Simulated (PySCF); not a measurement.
A structure optimised at PBE-D3(BJ)/def2-SVP, used in a PySCF frequency run:

```
C
F 1 1.3496
F 1 1.3627 2 107.48
F 1 1.3627 2 107.48 3 -115.70
B 1 1.6074 2 115.67 4 -122.15
H 5 1.2085 1 118.76 2 180.00
Cl 5 1.7324 6 120.36 1 -180.00
```

Question: Write its SMILES, formula and point group.

Answer: FC(F)(F)BCl, CHBClF3, Cs

Question: What are its rotational constants (standard atomic weights)?

Answer: 5.2485, 1.6194, 1.5976 GHz
